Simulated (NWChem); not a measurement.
System: C4H6OSi; SMILES O1C(=C)C(=C)[SiH2]1

The following NWChem deck was run.

```
start job
memory heap 200 mb stack 900 mb global 1100 mb
geometry units angstroms noautosym nocenter noautoz
  C      1.054915     1.968175     0.000000
  C      0.564938     0.725325     0.000000
  O      1.338538    -0.423184     0.000000
  Si    -0.009784    -1.485405     0.000000
  C     -0.828775     0.198796     0.000000
  C     -2.011119     0.817429     0.000000
  H      2.131933     2.142375     0.000000
  H      0.377287     2.822481     0.000000
  H     -0.091669    -2.338678    -1.218168
  H     -0.091669    -2.338678     1.218168
  H     -2.950650     0.257847     0.000000
  H     -2.088335     1.910802     0.000000
end
basis spherical
  C library def2-svpd
  O library def2-svpd
  Si library def2-svpd
  H library def2-svpd
end
dft
  xc xpbe96 cpbe96
  iterations 150
  semidirect filesize 400000000
end
property
  response 1 0.0
end
task dft property
```

Structure relaxed at the PBE0/def2-SVP level.

Static field.

**Question.** Predict the main results of this run. (PBE/def2-SVPD.) Quantities: basis functions; isotropic polarisability (bohr³); anisotropy (bohr³).

**Answer.** The number of basis functions is 175 and the isotropic polarisability (bohr³) is 81.5. The anisotropy (bohr³) is 40.1.
